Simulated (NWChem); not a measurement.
System: CH$_{2}$NO, doublet; SMILES C([NH])=O

The following NWChem deck was run.

```
start job
memory heap 200 mb stack 900 mb global 1100 mb
geometry units angstroms noautosym nocenter noautoz
  N      0.186231    -1.136432    -0.026404
  C     -0.447246     0.035605     0.028772
  O      0.236876     1.087632    -0.014444
  H      1.175457    -1.071256     0.277846
  H     -1.561132     0.051025    -0.038100
end
basis spherical
  * library 6-311++g**
end
dft
  odft
  mult 2
  xc m06-2x
  iterations 150
end
cosmo
  do_cosmo_smd true
  solvent water
end
task dft energy
```

Parts of the log:

```
             Northwest Computational Chemistry Package (NWChem) 7.3.0
             --------------------------------------------------------

                             Geometry "geometry" -> ""
                             -------------------------

 Output coordinates in angstroms (scale by  1.889725989 to convert to a.u.)

  No.       Tag          Charge          X              Y              Z
 ---- ---------------- ---------- -------------- -------------- --------------
    1 N                    7.0000     0.18623100    -1.13643200    -0.02640400
    2 C                    6.0000    -0.44724600     0.03560500     0.02877200
    3 O                    8.0000     0.23687600     1.08763200    -0.01444400
    4 H                    1.0000     1.17545700    -1.07125600     0.27784600
    5 H                    1.0000    -1.56113200     0.05102500    -0.03810000

 Effective nuclear repulsion energy (a.u.)      63.9937596026

                                 NWChem DFT Module
                                 -----------------

 Summary of "ao basis" -> "ao basis" (spherical)
 ------------------------------------------------------------------------------
       Tag                 Description            Shells   Functions and Types
 ---------------- ------------------------------  ------  ---------------------
 N                         6-311++g**               10       22   5s4p1d
 C                         6-311++g**               10       22   5s4p1d
 O                         6-311++g**               10       22   5s4p1d
 H                         6-311++g**                5        7   4s1p

 in cosmo_initialize ...
 calling solv_data for solv:h2o

 solvent parameters
 solvname_short: h2o
 solvname_long:  water
 dielec:       78.4000
 dielecinf:     1.7769
 aqueous SMD model solvent descriptors
 dielec:       78.4000
 sola:          0.8200

          ---------------
          -cosmo- solvent
          ---------------
 Cosmo: York-Karplus, doi: 10.1021/jp992097l
 dielectric constant -eps-     =  78.40
 screen = (eps-1)/(eps    )    =   0.98724
 surface charge correction     = lagrangian

   van der Waals surface
 --------------------------

 ---------- ATOMIC COORDINATES (A.U.) ------------ VDWR(ANG.) --
     1    0.35192556   -2.14754508   -0.04989633     1.890
     2   -0.84517239    0.06728369    0.05437120     1.850
     3    0.44763073    2.05532646   -0.02729520     1.520
     4    2.22129164   -2.02438030    0.52505281     1.200
     5   -2.95011171    0.09642327   -0.07199856     1.200
 number of segments per atom =        128
 number of   points per atom =        128
 atom (   nspa,  nppa )
 ----------------------
    1 (     83,     0 )       0
    2 (     54,     0 )       0
    3 (     78,     0 )       0
    4 (     45,     0 )       0
    5 (     56,     0 )       0
 number of -cosmo- surface points =      316
 molecular surface =     68.609 angstrom**2
 molecular volume  =     48.109 angstrom**3
 -lineq- algorithm             =   0
 -bem- low  level              =   3
 -bem- from -octahedral-
 gaussian surface charge width =   4.50000
 degree of switching           =   1.00000
 switching function tolerance  =   0.00010
 atomic radii =
 --------------
    1  7.000  1.890
    2  6.000  1.850
    3  8.000  1.520
    4  1.000  1.200
    5  1.000  1.200
 ...... end of -cosmo- initialization ......

 nat:                     5
 ixmem:                  1509
 calling mnsol_interface()
 G(SMD-CDS) energy (kcal/mol)  =     2.341
 SMD-CDS SASA (angstrom**2)    =    88.331

            General Information
            -------------------
          SCF calculation type: DFT
          Wavefunction type:  spin polarized.
          No. of atoms     :     5
          No. of electrons :    23
           Alpha electrons :    12
            Beta electrons :    11
          Charge           :     0
          Spin multiplicity:     2
          Use of symmetry is: off; symmetry adaption is: off
          Maximum number of iterations: 150
          AO basis - number of functions:    80
                     number of shells:    40
          Convergence on energy requested:  1.00D-06
          Convergence on density requested:  1.00D-05
          Convergence on gradient requested:  5.00D-04

              XC Information
              --------------
                       M06-2X Method XC Functional
                     Hartree-Fock (Exact) Exchange  0.540
                        M06-2X Exchange Functional  1.000
                      M06-2X Correlation Potential  1.000

             Grid Information
             ----------------
          Grid used for XC integration:  medium
          Radial quadrature: Mura-Knowles
          Angular quadrature: Lebedev.
          Tag              B.-S. Rad. Rad. Pts. Rad. Cut. Ang. Pts.
          ---              ---------- --------- --------- ---------
          N                   0.65       49          11.0       434
          C                   0.70       49          11.0       434
          O                   0.60       49          11.0       434
          H                   0.35       45          13.0       434
          Grid pruning is: on
          Number of quadrature shells:   237
          Spatial weights used:  Erf1

      Superposition of Atomic Density Guess
      -------------------------------------

 Sum of atomic energies:        -167.75450794

      Non-variational initial energy
      ------------------------------

 Total energy =    -168.777607
 1-e energy   =    -354.813947
 2-e energy   =     122.042581
 HOMO         =      -0.324186
 LUMO         =       0.023622

[...]

                                COSMO-SMD solvation results
                                ---------------------------

             internal energy in gas <Psi(g)|H|Psi(g)> =      -169.180392825567
         internal energy in solvent <Psi(s)|H|Psi(s)> =      -169.177402806262
                               delta internal energy  =         0.002990019305 (    1.88 kcal/mol)
   total free energy in solvent <Psi(s)|H+V/2|Psi(s)> =      -169.193833671949
 polarization energy contribution <Psi(s)|V/2|Psi(s)> =        -0.016430865687 (  -10.31 kcal/mol)
    total free energy in solvent including G(SMD-CDS) =      -169.190102660910
                       G(SMD-CDS) energy contribution =         0.003731011039 (    2.34 kcal/mol)
     1 M fixed-concentration free energy of solvation =        -0.009709835343 (   -6.09 kcal/mol)

                    DFT Final Alpha Molecular Orbital Analysis
                    ------------------------------------------

 Vector   10  Occ=1.000000D+00  E=-4.355740D-01
              MO Center= -7.8D-02, -5.2D-01, -1.3D-02, r^2= 2.1D+00
   Bfn.  Coefficient  Atom+Function         Bfn.  Coefficient  Atom+Function
  ----- ------------  ---------------      ----- ------------  ---------------
    10      0.282608  1 N  s                  7     -0.211171  1 N  px
    51     -0.201008  3 O  px                 8     -0.192228  1 N  py
     6      0.189057  1 N  s                 55     -0.179393  3 O  px
    11     -0.175500  1 N  px                12     -0.168214  1 N  py
    75     -0.162892  5 H  s                 68     -0.145170  4 H  s

 Vector   11  Occ=1.000000D+00  E=-4.021847D-01
              MO Center=  1.8D-01, -2.1D-01,  3.1D-03, r^2= 1.9D+00
   Bfn.  Coefficient  Atom+Function         Bfn.  Coefficient  Atom+Function
  ----- ------------  ---------------      ----- ------------  ---------------
     9      0.310631  1 N  pz                13      0.298547  1 N  pz
    53     -0.249015  3 O  pz                57     -0.240280  3 O  pz
     5      0.202987  1 N  pz                49     -0.167982  3 O  pz
     8     -0.125563  1 N  py                52     -0.123262  3 O  py
    56     -0.115667  3 O  py                12     -0.114040  1 N  py

 Vector   12  Occ=1.000000D+00  E=-3.839532D-01
              MO Center=  9.7D-02,  2.3D-01, -6.3D-02, r^2= 2.0D+00
   Bfn.  Coefficient  Atom+Function         Bfn.  Coefficient  Atom+Function
  ----- ------------  ---------------      ----- ------------  ---------------
    51      0.265274  3 O  px                55      0.256838  3 O  px
     8     -0.211324  1 N  py                52     -0.206486  3 O  py
    56     -0.205739  3 O  py                12     -0.185117  1 N  py
    47      0.179680  3 O  px                 9     -0.145171  1 N  pz
     4     -0.142162  1 N  py                48     -0.141173  3 O  py

 Vector   13  Occ=0.000000D+00  E= 9.870044D-03
              MO Center= -1.8D-01, -2.3D-01,  4.4D-01, r^2= 1.2D+01
   Bfn.  Coefficient  Atom+Function         Bfn.  Coefficient  Atom+Function
  ----- ------------  ---------------      ----- ------------  ---------------
    77      2.259935  5 H  s                 36     -1.295952  2 C  s
    37      1.038614  2 C  px                70      0.935239  4 H  s
    14     -0.803735  1 N  s                 15     -0.421509  1 N  px
    58     -0.369951  3 O  s                 39      0.320623  2 C  pz
    17     -0.244178  1 N  pz                35      0.219052  2 C  pz

 Vector   14  Occ=0.000000D+00  E= 1.334372D-02
              MO Center= -1.5D-01, -1.6D-01, -3.5D-02, r^2= 4.6D+00
   Bfn.  Coefficient  Atom+Function         Bfn.  Coefficient  Atom+Function
  ----- ------------  ---------------      ----- ------------  ---------------
    36      0.867356  2 C  s                 70     -0.768585  4 H  s
    77     -0.729307  5 H  s                 39      0.590832  2 C  pz
    35      0.554066  2 C  pz                14      0.468638  1 N  s
    15      0.345668  1 N  px                31      0.329612  2 C  pz
    61     -0.327749  3 O  pz                17     -0.314892  1 N  pz

 Vector   15  Occ=0.000000D+00  E= 2.263924D-02
              MO Center= -6.6D-01, -5.1D-01,  6.6D-02, r^2= 1.5D+01
   Bfn.  Coefficient  Atom+Function         Bfn.  Coefficient  Atom+Function
  ----- ------------  ---------------      ----- ------------  ---------------
    77      3.176703  5 H  s                 36     -1.903285  2 C  s
    70     -1.826202  4 H  s                 37      1.114017  2 C  px
    14      0.684459  1 N  s                 32     -0.222140  2 C  s
    59     -0.134622  3 O  px                15      0.132976  1 N  px
    17      0.131846  1 N  pz                76      0.114888  5 H  s

                     DFT Final Beta Molecular Orbital Analysis
                     -----------------------------------------

 Vector    9  Occ=1.000000D+00  E=-4.887223D-01
              MO Center= -5.7D-02,  3.1D-01,  4.6D-02, r^2= 1.5D+00
   Bfn.  Coefficient  Atom+Function         Bfn.  Coefficient  Atom+Function
  ----- ------------  ---------------      ----- ------------  ---------------
    31      0.275696  2 C  pz                53      0.254166  3 O  pz
    57      0.217970  3 O  pz                35      0.175231  2 C  pz
    49      0.167165  3 O  pz                27      0.164543  2 C  pz
     9      0.137799  1 N  pz                13      0.105492  1 N  pz
     5      0.090171  1 N  pz                10     -0.090193  1 N  s

 Vector   10  Occ=1.000000D+00  E=-4.000536D-01
              MO Center= -2.0D-02, -1.9D-01, -7.4D-02, r^2= 2.2D+00
   Bfn.  Coefficient  Atom+Function         Bfn.  Coefficient  Atom+Function
  ----- ------------  ---------------      ----- ------------  ---------------
    10      0.289739  1 N  s                 51     -0.225674  3 O  px
    55     -0.213170  3 O  px                 6      0.191915  1 N  s
     7     -0.164981  1 N  px                47     -0.154971  3 O  px
    11     -0.150120  1 N  px                75     -0.148920  5 H  s
     8     -0.136101  1 N  py                12     -0.130734  1 N  py

 Vector   11  Occ=1.000000D+00  E=-3.657525D-01
              MO Center=  1.1D-01,  1.0D-01, -7.8D-02, r^2= 2.2D+00
   Bfn.  Coefficient  Atom+Function         Bfn.  Coefficient  Atom+Function
  ----- ------------  ---------------      ----- ------------  ---------------
    51      0.244309  3 O  px                55      0.243806  3 O  px
     8     -0.214085  1 N  py                56     -0.208480  3 O  py
    52     -0.203323  3 O  py                12     -0.200264  1 N  py
    47      0.165343  3 O  px                 9     -0.151019  1 N  pz
    13     -0.150950  1 N  pz                 4     -0.146420  1 N  py

 Vector   12  Occ=0.000000D+00  E=-1.351789D-01
              MO Center=  1.1D-01, -4.5D-01,  9.1D-02, r^2= 2.2D+00
   Bfn.  Coefficient  Atom+Function         Bfn.  Coefficient  Atom+Function
  ----- ------------  ---------------      ----- ------------  ---------------
    13      0.264120  1 N  pz                57     -0.238726  3 O  pz
     9      0.236167  1 N  pz                53     -0.218726  3 O  pz
    12     -0.157140  1 N  py                 5      0.154221  1 N  pz
     8     -0.152019  1 N  py                17      0.151429  1 N  pz
    49     -0.144704  3 O  pz                61     -0.117632  3 O  pz

 Vector   13  Occ=0.000000D+00  E= 1.087177D-02
              MO Center= -1.7D-01, -3.3D-01,  2.2D-01, r^2= 1.4D+01
   Bfn.  Coefficient  Atom+Function         Bfn.  Coefficient  Atom+Function
  ----- ------------  ---------------      ----- ------------  ---------------
    77      2.524703  5 H  s                 36     -1.821484  2 C  s
    70      1.095270  4 H  s                 37      1.070197  2 C  px
    14     -0.554919  1 N  s                 15     -0.482752  1 N  px
    58     -0.381376  3 O  s                 38      0.228321  2 C  py
    59     -0.165803  3 O  px                32      0.124802  2 C  s

 Vector   14  Occ=0.000000D+00  E= 2.271379D-02
              MO Center= -4.1D-01, -6.3D-01,  1.9D-01, r^2= 1.5D+01
   Bfn.  Coefficient  Atom+Function         Bfn.  Coefficient  Atom+Function
  ----- ------------  ---------------      ----- ------------  ---------------
    77      3.140745  5 H  s                 70     -1.955418  4 H  s
    36     -1.763430  2 C  s                 37      1.151225  2 C  px
    14      0.594911  1 N  s                 32     -0.213506  2 C  s
    15      0.167227  1 N  px                59     -0.133173  3 O  px
    76      0.129109  5 H  s                 38     -0.117129  2 C  py

   alpha - beta orbital overlaps
   -----------------------------

   alpha      1      2      3      4      5      6      7      8      9     10
    beta      1      2      3      4      5      6      7      8      9     10
 overlap   1.000  1.000  1.000  1.000  0.999  0.997  0.971  0.937  0.924  0.922

   alpha     11     12     13     14     15     16     17     18     19     20
    beta     12     11     13     15     14     16     17     18     19     20
 overlap   0.944  0.996  0.945  0.846  0.987  0.932  0.993  0.997  0.993  0.992

   alpha     21     22     23     24     25     26     27     28     29     30
    beta     21     22     23     24     25     26     27     28     29     30
 overlap   0.838  0.865  0.987  0.974  0.981  0.967  0.981  0.997  0.996  0.996

[...]
```

Level: M06-2X/6-311++G** (spherical d), spin-unrestricted, SMD on the gas-phase geometry. All runs use the structure optimised with PBE-D3(BJ)/def2-SVP, spin-unrestricted. No stability test was run on the SCF state. Solvent: water.
